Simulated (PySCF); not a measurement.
## Computed structure and properties of [ErH4]−

System: [ErH4]− (singlet in the valence; each metal's 4f electrons, 11 of them, lie in its core potential, out of spins and levels); start: template (Td). Method: PySCF 2.14.0, RKS PBE0, Er lcecp-1-SVP with ECP57, H def2-SVP; non-relativistic Hamiltonian with scalar-relativistic core potentials where named; density fitting; no spin-orbit coupling.

Input of the relaxation:

```python
mol = gto.M(atom='''
Er     0.00000     0.00000     0.00000
H      1.24850     1.24850     1.24850
H     -1.24850    -1.24850     1.24850
H      1.24850    -1.24850    -1.24850
H     -1.24850     1.24850    -1.24850''',
    basis={'Er': 'lcecp-1-SVP', 'H': 'def2-SVP'},
    ecp={'Er': 'lcecp-1-SVP'},
    charge=-1, spin=0)
mf = dft.RKS(mol, xc='PBE0')
mf.grids.atom_grid = (50, 194)  # f atoms: unpruned, at least (60, 302)
mf = mf.density_fit()  # fitting sets: Er AutoAux, H def2-universal-JKFIT
mf.conv_tol = 1e-08; mf.max_cycle = 55
mf.kernel(dm0)  # dm0: converged density of the start geometry
# quasi-Newton relaxation in Cartesian coordinates to a largest gradient under 0.00045 Eh/bohr, steps kept in the point group
```

Run from Python with OMP_NUM_THREADS=2; the lines above give its settings. Where DIIS fails, smearing, a level shift and second-order steps follow.
It took 3.5 s on 2 threads of Arm Neoverse V2, with other jobs on the host, from the converged density of the start.

Course of the relaxation:

```json
{"step": "0", "energy above end (eV)": "0.1203", "largest force component within the symmetry (eV/Å)": "0.342"}
{"step": "1", "energy above end (eV)": "0.0528", "largest force component within the symmetry (eV/Å)": "0.234"}
{"step": "2", "energy above end (eV)": "0.0004", "largest force component within the symmetry (eV/Å)": "0.021"}
{"step": "3", "energy above end (eV)": "0.0000", "largest force component within the symmetry (eV/Å)": "0.002"}
```

Relaxed geometry (Td):

```xyz
5

Er    0.0000    0.0000    0.0000
H     1.1928    1.1928    1.1928
H    -1.1928   -1.1928    1.1928
H     1.1928   -1.1928   -1.1928
H    -1.1928    1.1928   -1.1928
```

| contact | Å |
| --- | --- |
| Er1–H2 (H) | 2.066 |
| Er1–H3 (H) | 2.066 |
| Er1–H4 (H) | 2.066 |
| Er1–H5 (H) | 2.066 |

On the finer grid (75, 302):

- HOMO: -2.10 eV
- LUMO: 4.18 eV
- Dipole about the centre of mass: 0.00 D
- Set of Mulliken populations of Er1 outside the core potential: s 2.77, p 6.76, d 1.24, f 0.01
- D3(BJ) dispersion energy (not in the energies): -0.040 eV

| atom | Mulliken (e) | Löwdin (e) | spin (e) |
| --- | --- | --- | --- |
| Er1 | 0.21 | -0.03 | 0.00 |
| H2 | -0.30 | -0.24 | 0.00 |
| H3 | -0.30 | -0.24 | 0.00 |
| H4 | -0.30 | -0.24 | 0.00 |
| H5 | -0.30 | -0.24 | 0.00 |

The 4f levels lie in the core potential and are missing. Their spin isn't counted.

On the grid (50, 194), as all that follows. Harmonic modes: a minimum; lowest 483 cm⁻¹ (negative: unstable), highest 1376 cm⁻¹, zero-point energy 0.473 eV.

Taking off one H (charge -1, singlet; the rest: singlet) in vacuum, both parts rigid, costs 4.82 eV; the small basis without counterpoise inflates it.

Rigid scan of H along the line from its metal:

distance to H2 (Å), energy (eV) and a bar:
```
     1.77      0.389 ######
     1.87      0.153 ##
     1.97      0.034 #
     2.07      0.000 
     2.17      0.028 
     2.27      0.099 ##
     2.47      0.322 #####
     2.77      0.742 ############
     3.17      1.312 ####################
     3.67      1.928 ##############################
```

One start shape was tried, so this needn't be the lowest isomer.

An lcecp potential fixes the number of 4f electrons, so in runs with it no electron can move into or out of that shell.
